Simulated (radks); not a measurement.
Valence configurations of W (all share [Xe]). All-electron calculation, scalar-relativistic Kohn-Sham, SCAN, spin-unpolarised, spherical densities, finite nucleus; meta-GGA in the generalised Kohn-Sham scheme; Fermi nuclear charge, rms radius 5.3658 fm. Program: a radial shooting solver on a logarithmic mesh with Libxc functionals. Order these by energy: 4f14 5d4 6s1.5 6p0.5; 4f12 5d4 6s2 6p2; 4f14 5d4.5 6s1.5; 4f12 5d8; 4f12 5d6 6s2; 4f13 5d5 6s2; 4f11 5d5 6s2 6p2; 4f13.5 5d4.5 6s2; 4f14 5d4 6s2; 4f14 5d5 6s1.

Answer. From the lowest, in eV above it: 4f14 5d4 6s2 0.000; 4f14 5d4.5 6s1.5 0.950; 4f14 5d5 6s1 1.975; 4f14 5d4 6s1.5 6p0.5 2.549; 4f13.5 5d4.5 6s2 15.632; 4f13 5d5 6s2 33.273; 4f12 5d6 6s2 74.809; 4f12 5d8 75.753; 4f12 5d4 6s2 6p2 90.200; 4f11 5d5 6s2 6p2 142.95. NIST lists [Xe] 4f14 5d4 6s2 as the ground configuration; this level of theory agrees among the configurations tried. The energies are those of spherical spin-averaged densities, not of single terms.
